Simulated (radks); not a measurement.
Numerical settings for neutral oxygen, [He] 2s2 2p4. All-electron calculation, scalar-relativistic Kohn-Sham, PBE, spin-polarised, spherical densities, point nucleus; open shells are filled with parallel spins first. Program: a radial shooting solver on a logarithmic mesh with Libxc functionals. The defaults (mesh step 0.008 in ln r, mesh end at 40 bohr or more with all orbitals vanishing there, Anderson mixing 0.5 over 9 steps, residual threshold near 1e-9 with the energy settled to 1e-9 hartree or 1e-11 of itself, here a cap of 61 iterations) give E = -75.0576 hartree and 2p at -7.186 eV in 14 iterations. Times are rough (one thread of a shared host). One setting is changed at a time: mesh step in ln r 0.02; mesh step in ln r 0.012; mesh step in ln r 0.05; mesh end (bohr) 12; mesh end (bohr) 3; residual threshold 1e-13; residual threshold 0.001; mixing 2.5; linear mixing, mixing 0.8; linear mixing, mixing 0.5; mixing history 3; iteration cap 8. Which runs fail to converge, and which converge to a wrong energy?

Answer. Not converged within the cap: linear mixing, mixing 0.8; iteration cap 8. Settings that end as converged yet miss the energy by more than 1 mhartree: mesh end (bohr) 3 (+0.239 hartree).
